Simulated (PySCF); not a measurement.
Job file and geometry (Å, from GFN2-xTB) of an NMR shielding run on SMILES [SiH3]N([SiH3])[Si@@H]1O[SiH2]C[SiH2]1, CH$_{13}$NOSi$_{5}$, GIAO PBE0/pcSseg-1 NMR shielding, non-relativistic, gas phase in PySCF; density fitting, a coarse starting grid and PySCF grid level 2 are the driver's defaults:

```
$ OMP_NUM_THREADS=1 python probes_run.py task.json out

{"job": {"kind": "nmr", "xc": "PBE0", "basis": "pcSseg-1"}, "charge": 0, "multiplicity": 1}
Si    -2.800239     1.024193    -0.791403
N     -1.618272     0.006402    -0.033933
Si    -1.902333    -0.907851     1.424637
Si    -0.134545    -0.241277    -0.902984
O      0.676471    -1.438920    -0.128981
Si     2.182916    -1.393726     0.485337
C      2.867854     0.332623     0.036273
Si     1.442791     1.414943    -0.667040
H     -3.607115     0.260754    -1.748503
H     -2.052665     2.064073    -1.504569
H     -3.643366     1.597489     0.253189
H     -1.994214    -2.338375     1.132695
H     -0.820450    -0.630795     2.372358
H     -3.175953    -0.418409     1.955043
H     -0.439208    -0.850834    -2.204085
H      2.047910    -1.594795     1.926900
H      2.897822    -2.478787    -0.183063
H      3.659974     0.233791    -0.705507
H      3.337278     0.797913     0.901539
H      1.902024     2.072453    -1.903870
H      1.164399     2.506078     0.285497
```

Problem. Write the output of this run.

Solution. 
```
coarse grid: 19416 points
cycle   1  E = -1622.4174572190  dE =  6.949e-01  |g| = 9.090e-01  |ddm| = 4.281e+00
cycle   2  E = -1622.1262970965  dE =  2.912e-01  |g| = 1.492e+00  |ddm| = 2.169e+00
cycle   3  E = -1622.5701139756  dE = -4.438e-01  |g| = 1.398e-01  |ddm| = 1.639e+00
cycle   4  E = -1622.5733640244  dE = -3.250e-03  |g| = 6.932e-02  |ddm| = 1.849e-01
cycle   5  E = -1622.5744358756  dE = -1.072e-03  |g| = 1.627e-02  |ddm| = 6.755e-02
cycle   6  E = -1622.5744940203  dE = -5.814e-05  |g| = 4.769e-03  |ddm| = 2.310e-02
cycle   7  E = -1622.5744988768  dE = -4.857e-06  |g| = 1.277e-03  |ddm| = 5.519e-03
final grid: 162880 points
cycle   8  E = -1622.6252340959  dE = -1.488e-05  |g| = 9.127e-03  |ddm| = 2.240e-02
cycle   9  E = -1622.6252087424  dE =  2.535e-05  |g| = 1.444e-02  |ddm| = 1.781e-02
cycle  10  E = -1622.6252506092  dE = -4.187e-05  |g| = 9.535e-04  |ddm| = 1.127e-02
cycle  11  E = -1622.6252507749  dE = -1.657e-07  |g| = 3.000e-04  |ddm| = 1.138e-03
cycle  12  E = -1622.6252507974  dE = -2.243e-08  |g| = 3.769e-05  |ddm| = 3.202e-04
cycle  13  E = -1622.6252507976  dE = -2.874e-10  |g| = 1.570e-05  |ddm| = 7.078e-05
converged SCF energy = -1622.6252507976

GIAO shielding tensors (ppm)
atom      isotropic    diamagn.    paramagn.     s11        s22        s33       span
  0 Si     407.069     880.106    -473.037    360.267    391.160    469.780    109.513
  1 N      263.820     334.938     -71.118    241.965    262.536    286.958     44.993
  2 Si     400.921     880.903    -479.982    364.273    376.956    461.532     97.259
  3 Si     348.463     882.753    -534.291    306.793    362.385    376.210     69.418
  4 O      253.992     404.004    -150.012    148.310    272.853    340.811    192.501
  5 Si     357.923     881.504    -523.581    296.485    360.001    417.283    120.798
  6 C      196.187     260.390     -64.203    179.896    198.388    210.277     30.380
  7 Si     431.507     883.383    -451.875    406.060    411.881    476.581     70.520
  8 H       27.020      28.404      -1.384     23.113     24.713     33.235     10.121
  9 H       27.206      29.757      -2.551     23.093     26.740     31.785      8.692
 10 H       27.059      29.373      -2.313     23.564     25.366     32.249      8.685
 11 H       26.784      29.650      -2.866     23.338     24.576     32.438      9.100
 12 H       26.973      31.663      -4.689     22.759     26.541     31.620      8.861
 13 H       27.089      29.967      -2.878     23.457     25.840     31.971      8.513
 14 H       25.930      30.943      -5.013     21.990     24.418     31.383      9.394
 15 H       26.377      30.425      -4.048     22.359     24.977     31.794      9.436
 16 H       26.433      29.180      -2.747     22.375     24.314     32.609     10.234
 17 H       31.244      29.996       1.248     25.472     27.947     40.312     14.840
 18 H       31.240      31.100       0.139     26.067     27.664     39.988     13.922
 19 H       27.696      30.693      -2.997     23.626     25.804     33.658     10.032
 20 H       27.756      31.554      -3.798     24.130     26.004     33.133      9.003
```

Problem. Turn these shieldings into chemical shifts. Referencing at the same level of theory: TMS for $^{29}$Si (σref 349.16), $^{13}$C (σref 186.93), $^{1}$H (σref 31.72); NH3 for $^{15}$N (σref 267.73); $^{17}$O (σref 336.08) against H2O.

Solution. Averaging equivalent atoms: Si 3: 0.7; Si 5: -8.8; Si 0/2: -54.8; Si 7: -82.3; N 1: 3.9; O 4: 82.1; C 6: -9.3; H 14: 5.79; H 15: 5.34; H 16: 5.28; H 8/9/10/11/12/13: 4.69; H 19: 4.02; H 20: 3.96; H 18: 0.48; H 17: 0.47 ppm. Experimental scales use liquid or dissolved standards, which lie at an offset from isolated NH3 (liquid NH3: subtract about 20 ppm) and H2O (liquid H2O: subtract about 36 ppm).

Size and cost of the density-fitted run: 236 basis functions, 45 s wall time on 1 thread of an Arm Neoverse V2, shared host; peak memory 1.1 GiB.
